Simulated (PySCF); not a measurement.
## Correlation energy of Sm⁵¹⁺ (samarium, charge +51)

[Ne] 3s1, 2S determinant. All numbers are calculated (PySCF 2.14, no relativity, point nucleus, in an even-tempered Gaussian basis (16 s from 12 bohr⁻², ratio 2.5; 10 p from 15 bohr⁻², ratio 2.5; 4 d from 56 bohr⁻², ratio 2.7; 4 f from 84 bohr⁻², ratio 2.7)). Frozen: 1s2; 9 electrons correlated; the 17 highest virtual orbitals of each spin left out.

```csv
level,correlation energy (mhartree)
CCSD,-320.02
(T),-0.07
CCSD(T),-320.09
```

Diagnostics: T1 = 5.2e-05, D1 = 0.0002, largest double amplitude 0.002.

A non-relativistic calculation at this Z misses sizeable relativistic shifts.

Cost of the coupled-cluster step: roughly 20 core-seconds, for 9 correlated electrons.

At this charge a non-relativistic calculation is a model, useful for the Z dependence of the correlation energy.
